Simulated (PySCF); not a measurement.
**MO for M along group 12**

r²SCAN with double-zeta basis sets in PySCF, for the lowest determinant that a PBE0 search found; no spin–orbit coupling. De refers to high-spin ground-configuration atoms. A positive dipole means M(−)O(+).

```tsv
M	basis	state (unpaired electrons)	Re (Å)	ωe (cm⁻¹)	De (eV)	μ (D)
Zn	def2-SVP	triplet (σ ↑, π ↑)	1.849	556	1.79	-2.54
Cd	cc-pVDZ-PP/cc-pVDZ	triplet (σ ↑, π ↑)	2.079	438	1.17	-2.06
Hg	def2-SVP	triplet (σ ↑, π ↑)	2.204	290	0.51	-1.59
```

The shortest bond is that of ZnO (1.849 Å), the longest that of HgO (2.204 Å). ZnO is bound most strongly (1.79 eV) and HgO least (0.51 eV).

The rows differ in basis set, which adds steps of its own.

Down a group the atoms grow and get heavier, so bonds lengthen and wavenumbers fall; this series shows no clear exception.

Spin–orbit coupling is left out, which matters for elements this heavy, above all for dissociation energies. States were picked by a PBE0 search and need not be the measured ground states.
